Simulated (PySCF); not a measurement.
These are PBE-D3(BJ)/def2-TZVP // B3LYP-D3(BJ)/def2-SVP (PySCF) values and carry that method's errors. All species are isolated molecules in the gas phase. One relaxed conformer stands for a flexible species; it need not be the lowest. Excitations are Tamm–Dancoff values on a coarser integration grid. The basis has no diffuse functions, so Rydberg states are missing or too high.

Reference species (SMILES): `O=CC1=C(C(F)(F)F)C=C[SiH2]1` (O–C–C–Si torsion 0°) (neutral, multiplicity 1).

```
Property                                       Result
-------------------------------------------  --------
LUMO                                         -3.91 eV
brightest of the four lowest singlets (TDA)   4.11 eV
```

Changed species: `O=CC1=CC(C(F)(F)F)=C[SiH2]1` (O–C–C–Si torsion 0°).

### Question
What does the change do to the LUMO and brightest of the four lowest singlets (TDA)?

### Answer
the LUMO goes up by 0.05 eV, to -3.86 eV; the brightest of the four lowest singlets (TDA) increases by 0.19 eV, to 4.30 eV.
